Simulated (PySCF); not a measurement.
## C₆ coefficients of unlike pairs at PBEsol

Calculated with PySCF 2.14 from the dipole response of each species, C₆(A,B) = (3/π) ∫ α_A(iu) α_B(iu) du, in atomic units, from isotropic polarisabilities. For ions this is the dispersion term alone; charge-induced terms of lower order in 1/R come first.

| species | configuration | basis | relativity | α (bohr³) | C₆ (like pair) |
| --- | --- | --- | --- | --- | --- |
| Cu⁺ | [Ar] 3d10 (1S) | x2c-TZVPPall with one added diffuse shell each of s, p, d, f type (7s6p5d3f1g) | spin-free X2C | 7.951 | 27.05 |
| S³⁺ | [Ne] 3s2 3p1 (2P) | aug-cc-pCVQZ-DK (10s9p7d5f3g) | spin-free X2C | 5.304 | 14.06 |
| S²⁺ | [Ne] 3s2 3p2 (3P) | aug-cc-pCVQZ-DK (10s9p7d5f3g) | spin-free X2C | 7.298 | 26.44 |

(1) Estimate C₆ for S³⁺ with Cu⁺.

No spin-orbit coupling is included.

The other pairs:

| pair | C₆ |
| --- | --- |
| S²⁺, S³⁺ | 19.27 |
| S²⁺, Cu⁺ | 26.42 |

Answers

(1) The integral gives 19.30. The combination rule 2 C_A C_B / (C_A α_B/α_A + C_B α_A/α_B) gives 19.44 and the geometric mean 19.50.
